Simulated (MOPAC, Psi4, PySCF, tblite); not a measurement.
Dimer H2 ··· Br- (SMILES [H][H] and [Br-]) (charge -1) at R = 3.23 Å between the centres of mass, closest contact 2.86 Å (lowest of the rigid-body minima from ten starts at GFN2-xTB). Geometry in Å and degrees:

```
Br
H 1 2.8598
H 2 0.7438 1 180.00
```

GFN2-xTB (tblite); SAPT0/jun-cc-pVDZ, frozen core (Psi4); PBE0/def2-TZVPD, counterpoise-corrected (Psi4); PBE0-D3(BJ)/def2-TZVPD, counterpoise-corrected (Psi4); PBE/def2-TZVPD, counterpoise-corrected (Psi4); PBE-D3(BJ)/def2-TZVPD, counterpoise-corrected (Psi4); wB97X-D/def2-TZVPD, counterpoise-corrected (Psi4); HF/aug-cc-pVTZ, counterpoise-corrected (Psi4); MP2/aug-cc-pVTZ = DF-MP2/aug-cc-pVTZ, frozen core, counterpoise-corrected run with Psi4 1.11; SCS-MP2/aug-cc-pVTZ = DF-SCS-MP2/aug-cc-pVTZ, frozen core, counterpoise-corrected (Psi4); MP2/aug-cc-pVDZ = DF-MP2/aug-cc-pVDZ, frozen core, counterpoise-corrected (Psi4); CCSD/aug-cc-pVDZ = DF-CCSD/aug-cc-pVDZ, frozen core, counterpoise-corrected in Psi4 1.11; CCSD(T)/aug-cc-pVDZ = DF-CCSD(T)/aug-cc-pVDZ, frozen core, counterpoise-corrected in Psi4; PM6, restricted, heats of formation (MOPAC); AM1, restricted, heats of formation (MOPAC); RKS-B3LYP/6-31G* = restricted B3LYP/6-31G*, spherical d, no counterpoise correction (PySCF); RHF/6-31G* = PySCF 2.14.0 with restricted Hartree-Fock/6-31G*, spherical d, no counterpoise correction; RMP2/6-31G* = restricted MP2 (frozen core)/6-31G*, spherical d, no counterpoise correction (PySCF); RHF/3-21G = PySCF with restricted Hartree-Fock/3-21G, no counterpoise correction.

### Question
What interaction energy does each level give?

### Answer

```json
[
 {"method": "RHF/3-21G", "E_int / kcal/mol": "-3.37"},
 {"method": "PBE-D3(BJ)/def2-TZVPD", "E_int / kcal/mol": "-2.49"},
 {"method": "RKS-B3LYP/6-31G*", "E_int / kcal/mol": "-2.33"},
 {"method": "PBE0-D3(BJ)/def2-TZVPD", "E_int / kcal/mol": "-2.32"},
 {"method": "PBE/def2-TZVPD", "E_int / kcal/mol": "-2.19"},
 {"method": "PBE0/def2-TZVPD", "E_int / kcal/mol": "-2.04"},
 {"method": "wB97X-D/def2-TZVPD", "E_int / kcal/mol": "-1.94"},
 {"method": "MP2/aug-cc-pVTZ", "E_int / kcal/mol": "-1.79"},
 {"method": "RMP2/6-31G*", "E_int / kcal/mol": "-1.75"},
 {"method": "SCS-MP2/aug-cc-pVTZ", "E_int / kcal/mol": "-1.49"},
 {"method": "MP2/aug-cc-pVDZ", "E_int / kcal/mol": "-1.41"},
 {"method": "CCSD(T)/aug-cc-pVDZ", "E_int / kcal/mol": "-1.38"},
 {"method": "CCSD/aug-cc-pVDZ", "E_int / kcal/mol": "-1.28"},
 {"method": "SAPT0/jun-cc-pVDZ", "E_int / kcal/mol": "-1.28"},
 {"method": "RHF/6-31G*", "E_int / kcal/mol": "-1.04"},
 {"method": "AM1", "E_int / kcal/mol": "-0.97"},
 {"method": "HF/aug-cc-pVTZ", "E_int / kcal/mol": "-0.68"},
 {"method": "GFN2-xTB", "E_int / kcal/mol": "-0.67"},
 {"method": "PM6", "E_int / kcal/mol": "-0.50"}
]
```
